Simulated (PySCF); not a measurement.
In(vinyl)(OH)2 (C₂H₅InO₂), SMILES [OH][In]([CH]=C)[OH].

The structure is a stationary point at PBE0-D3(BJ)/def2-SVP. The structure was generated by enumeration; whether it is a known compound was not checked. The def2 effective core potentials stand for the cores of In; spin–orbit coupling is left out. One conformer was computed; it need not be the lowest.

Two levels are set side by side: PBE/def2-TZVP (PySCF) and HF/def2-TZVP (PySCF). Same geometry, gas phase. Differences are taken from unrounded values.

```tsv
quantity	HF	PBE	PBE minus HF
orbital gap (eV)	12.23	4.32	-7.91
highest occupied level (eV)	-10.83	-6.48	4.35
lowest empty level (eV)	1.40	-2.16	-3.56
dipole moment (D)	3.32	2.77	-0.55
mean polarisability (bohr³)	58.5	68.6	10.1
```

Without exact exchange PBE keeps part of each electron's self-repulsion, which lifts occupied levels and narrows the gap. Loosely held outer electrons make PBE densities more polarisable. Differences between two approximate levels are no errors against the true value.

Rough cost on one machine, each run with all the roots and properties that it gave: HF against PBE about 1/3.
